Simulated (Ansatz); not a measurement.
BrCu, SMILES `[Cu][Br]`. Total charge 0; spin multiplicity 1. For Cu the d shell is correlated and the shells below it are frozen. Correlated methods include outer-core shells of Br, which these sets cover unevenly. Scalar relativity is left out up to krypton.

Bond lengths: Cu1–Br2 2.208 Å.

(1) Give the diagnostics of a CCSD(T)/def2-TZVPP run (frozen core, Ansatz 0.2.0). (An estimate is asked.)

## Answers

(1) Computed: T1 = 0.0202, largest single amplitude 0.064, largest double 0.031, (T) share of the correlation energy 3.7 %, 15 CCSD cycles. The RHF solution is stable towards an unrestricted one. T1 lies over the customary mark of 0.02 for closed shells; compounds of d metals often pass it without a breakdown.
